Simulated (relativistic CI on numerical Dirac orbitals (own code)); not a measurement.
## Lu59+: what numerical and physical settings do to a radial Dirac CI calculation

Reference input:

```
atom Lu  Z=71  charge=59  electrons=12
nucleus A=175  rms_radius_fm=5.3700
hamiltonian dirac-coulomb  breit=on  qed=on  c_scale=1
orbitals kli  potential=per-configuration
slater_scale 1
correlation none
mixing on
grid step=0.0125 r_max=2.3
scf mixing=0.4 start=green max_iterations=150 tolerance=2e-08 node_fill=0.05
configurations
  [Ne] 3s2
  [Ne] 3s 3p
  [Ne] 3p2
end
```

Computed lowest total energy -10552.51315 Ha, first excitation 1052962.0 cm⁻¹, 24 SCF steps. Runs with settings changed; * marks those that are bad on purpose (the QED terms keep the true α when c is scaled):

| Changed | Outcome | Lowest level | ΔE (Ha) | First excitation (cm⁻¹) | SCF steps | Message |
| --- | --- | --- | --- | --- | --- | --- |
| Breit term off, speed of light × 0.8, QED terms off | converged | 3s² ¹S0 | -500 | 1200382.8 | 25 |  |
| grid step 0.006, Breit term off, Slater scale 0.5 | converged | 3s² ¹S0 | -11.6 | 1054269.7 | 24 |  |
| speed of light × 2, start potential previous, node fill of the KLI weights 0 | converged | 3s² ¹S0 | 500 | 906817.4 | 20 |  |
| QED terms off | converged | 3s² ¹S0 | -9.95 | 1085775.0 | 24 |  |
| Slater scale 2 * | converged | 3s² ¹S0 | -0.382 | 1028959.3 | 24 |  |
| nuclear radius 5370.0 fm * | converged | 3p² ³P0 | 6520 | 27024.0 | 24 |  |
